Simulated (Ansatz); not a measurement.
Compare A (`CC1=CB1`) with its isomer B (`BCC#C`).

Gas-phase electronic energies from Ansatz, PBE0-D4/def2-TZVP geometries. CCSD(T)/CBS is the MP2 limit (def2-TZVPP, def2-QZVPP) plus CCSD(T) − MP2 in def2-TZVPP, frozen cores. DFT in def2-TZVPP. B3LYP here is the variant with VWN-RPA as its local correlation; programs differ in this.

Question: Which isomer does CCSD(T)/CBS put lower? Give the gap. (Best estimate.)

Answer: Ansatz gave: A, by 21.5 kcal/mol.

Question: Give E(B) − E(A) in kcal/mol with B3LYP-D4, MP2/def2-TZVPP, B2PLYP, LDA (SPW92), r2SCAN-D4, PBE0-D4, HF/def2-TZVPP. (Estimate.)

Answer: Ansatz gave: B3LYP-D4 22.9, MP2/def2-TZVPP 22.0, B2PLYP 21.8, LDA (SPW92) 30.8, r2SCAN-D4 26.9, PBE0-D4 28.4, HF/def2-TZVPP 20.6. None reverses the order clearly.

Question: Does the order hold for the free energy at 298.15 K (harmonic terms from PBE0-D4)? (Best estimate.)

Answer: Ansatz gave: Yes: G(B) − G(A) = +18.2 kcal/mol.

Largest T1 diagnostic: 0.012.

Leaving LDA and LC-ωPBE aside and taking each functional with its dispersion term where it has one, the values, not all of them listed here, spread over 7.6 kcal/mol, from BLYP-D4 to B97M-V. LDA lies +3.8 kcal/mol from PBE without D4. At CCSD(T), def2-SVP lies +2.6 kcal/mol from the extrapolated value and def2-TZVPP −0.2 kcal/mol.
